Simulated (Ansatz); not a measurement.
Reaction (redistribution): `C[O][In]([F])[Br]` + `[CH3][Al]([OH])[OH]` → `[CH3][In]([F])[Br]` + `C[O][Al]([OH])[OH]`

Isolated molecules relaxed with PBE0-D4/def2-TZVP in Ansatz; ΔE leaves out vibrations. CBS: MP2 limit from def2 TZ/QZ plus the TZ coupled-cluster correction, frozen cores. Functionals use def2-TZVPP. B3LYP here is the variant with VWN-RPA as its local correlation; programs differ in this. HSE06 is defined as in plane-wave codes. Elements past krypton have def2 core potentials. For Br, In outer-core shells are correlated without core-valence functions, which leaves a few kJ/mol of doubt a bond. Scalar relativity is left out up to krypton. Each species was taken in one conformer, which may not be the lowest.

| level | ΔE (kJ/mol) | difference from CCSD(T)/CBS |
| --- | --- | --- |
| revPBE-D4 | -102.2 | 8.9 |
| B97M-V | -104.0 | 7.1 |
| B3LYP-D4 | -114.8 | -3.7 |
| r2SCANh-D4 | -114.4 | -3.3 |
| HSE06-D4 | -112.3 | -1.2 |
| ωB97X-V | -111.0 | 0.1 |
| PBE | -103.2 | 7.9 |
| revPBE | -101.8 | 9.3 |
| B3LYP | -114.8 | -3.7 |
| SCS-MP2/def2-QZVPP | -116.2 | -5.1 |
| CCSD(T)/CBS | -111.1 | 0 |

Largest T1 diagnostic among the species: 0.015.

From r2SCAN to r2SCAN0 (25 % exact exchange), in def2-TZVPP and without D4, ΔE moves by −7.6 kJ/mol. In def2-TZVPP, CCSD(T) changes the Hartree–Fock value by +10.0 kJ/mol (the triples alone add +3.8 kJ/mol) and MP2 by +5.6 kJ/mol. Leaving LDA and LC-ωPBE aside and taking each functional with its dispersion term where it has one, the values, not all of them listed here, spread over 20.2 kJ/mol, from BHLYP-D4 to revPBE-D4. LDA lies −6.8 kJ/mol from PBE without D4.

CCSD(T)/CBS has its own doubt, a few kJ/mol and more with outer-core shells, so smaller differences from it don't rank the levels.
